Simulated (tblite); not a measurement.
Species: C₄H₄F₃O₂ (doublet state).
Numbering: `[CH3:1][C@H:2]([C:3]=[O:4])[O:5][C:6]([F:7])([F:8])[F:9]` (hydrogens: H10, H11, H12 on C1; H13 on C2)

A start from a force field or distance geometry was refined with GFN2-xTB geometry optimisation, gas phase in tblite 0.8.0. Values at the start:

| coordinate | start |
| --- | --- |
| C1–C2 | 1.524 Å |
| C1–H10 | 1.094 Å |
| C2–C3 | 1.484 Å |
| C2–O5 | 1.412 Å |
| C2–H13 | 1.090 Å |
| C3=O4 | 1.213 Å |
| O5–C6 | 1.388 Å |
| C6–F7 | 1.378 Å |
| C6–F8 | 1.388 Å |
| C1–C2–C3 | 105.7° |
| C2–C3–O4 | 124.8° |
| C2–O5–C6 | 112.2° |
| C3–C2–O5 | 108.9° |
| O5–C6–F8 | 111.0° |
| O5–C6–F9 | 110.8° |
| F7–C6–F8 | 106.7° |
| F7–C6–F9 | 105.3° |
| C1–C2–C3–O4 | 120° |
| C1–C2–O5–C6 | -122° |

Task: How do these coordinates change at the GFN2-xTB level?

Result: 
```
 coordinate  GFN2-xTB (Å or °)  change
      O5–C6              1.318  -0.070
      C6–F8              1.325  -0.063
      C6–F7              1.343  -0.035
      C2–O5              1.445  +0.033
      C3=O4              1.184  -0.029
      C2–C3              1.497  +0.013
     C2–H13              1.102  +0.012
     C1–H10              1.086  -0.008
      C1–C2              1.525  +0.001
   C2–C3–O4              130.7    +5.9
   C1–C2–C3              110.7    +5.0
   C2–O5–C6              116.6    +4.4
   C3–C2–O5              111.7    +2.8
   O5–C6–F9              113.2    +2.4
   O5–C6–F8              109.5    -1.5
   F7–C6–F8              107.2    +0.5
   F7–C6–F9              104.9    -0.4
C1–C2–C3–O4                 60     -60
C1–C2–O5–C6               -165     -43
```

The energy falls by 0.681 eV over 127 L-BFGS steps, the largest force on an atom goes from 3.65 to 0.008 eV/Å, and the atoms move by 0.599 Å rms after alignment. The bond that changes most is O5–C6 (ends: oxygen bonded to 2 C; carbon bonded to 3 F and O), which shortens by 0.070 Å. Bonds longer at the end by more than 0.005 Å: 3 of 12; shorter: 8. Among the dihedrals that turn most is H13–C2–C3–O4, from -1° to -61°. Rotational constants go from 2678, 1084, 924.7 to 2852, 1098, 936.7 MHz.

The run took 0.52 s wall on one thread of an Arm Neoverse V2, no GPU, shared host with 192 logical CPUs at a one-minute load of 36.

Its GFN2-xTB frequencies are all real (lowest 27 cm⁻¹).

One conformer stands for the species.

The numbers are calculated, not measured.
